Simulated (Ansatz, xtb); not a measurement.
# Ranking isomers of C3H8AlNO

4 gas-phase structures of C3H8AlNO, from a drawn sample of its isomers (lower ones may exist). Each was relaxed with GFN2-xTB; where two conformers were screened, the lower at r2SCAN-D4/def2-SVP is listed:

A. a singlet given by its coordinates
B. `C[O+]1CN=[CH][AlH2-]1`, a singlet
C. `C[O+]([AlH3-])CC#N`, a singlet
D. `C#[C][Al@H-]([NH3+])[O]C`, a singlet

A (Å):

```xyz
14

C    -0.4939    1.9014    0.1862
C     0.5288    2.1646   -0.9352
C     0.4925    1.1226   -1.9035
Al   -0.4571   -1.4803   -2.9863
N     0.4418    0.2743   -2.6749
O    -0.3769    2.9707    1.0907
H    -0.9969    2.8482    1.8168
H    -0.2682    0.9409    0.6692
H    -1.5035    1.8487   -0.2434
H     0.3004    3.1230   -1.4105
H     1.5293    2.2292   -0.4975
H    -1.9164   -0.9451   -2.7110
H    -0.0696   -1.8652   -4.4456
H     0.2435   -2.2191   -1.7848
```

Close contacts (Å): C1–C2 1.54, C1–O6 1.41, C2–C3 1.42, C3–N5 1.15, Al4–N5 2.00, C1–H8 1.10, C1–H9 1.10, C2–H10 1.09, C2–H11 1.09, Al4–H12 1.58, Al4–H13 1.56, Al4–H14 1.57, O6–H7 0.96.

Q: Make a reasoned guess at their ranking by r2SCAN-D4/def2-SVP single-point energy.

A: Calculated order at r2SCAN-D4/def2-SVP: D (0.000), B (1.227), A (1.439), C (2.009) eV.

Energies above the lowest of each column, in eV; the last columns are at PBE0-D3(BJ)/def2-SVP geometries and were run for some of them only (a dash: not run or not comparable):

```csv
structure,GFN2-xTB,HF/STO-3G,r2SCAN-D4/def2-SVP,PBE0-D3(BJ)/def2-SVP,CCSD(T)/def2-SVP + ΔMP2/def2-TZVPP
D,0.000,0.770,0.000,0.000,0.000
B,0.145,0.000,1.227,1.165,1.751
A,0.403,1.516,1.439,–,–
C,0.322,1.170,2.009,–,–
```

CCSD(T)/def2-SVP + ΔMP2/def2-TZVPP puts D lowest of those it was run on; HF/STO-3G picks B. Flexible structures stand in one conformer each, not always the lowest. Frequencies (GFN2-xTB) were run for B, D alone. The ΔMP2 step shifts differences by up to 0.259 eV, which makes them less sure. ΔMP2 is the change of the MP2 energy from the smaller to the larger basis.

Over these structures GFN2-xTB departs from r2SCAN-D4/def2-SVP by 0.476 eV on average once a common shift is removed. A GFN2-xTB relaxation took about 0.29 s and the r2SCAN-D4/def2-SVP energy about 2.6 s on a shared host (Ansatz 0.2.0, xtb 6.7.1).
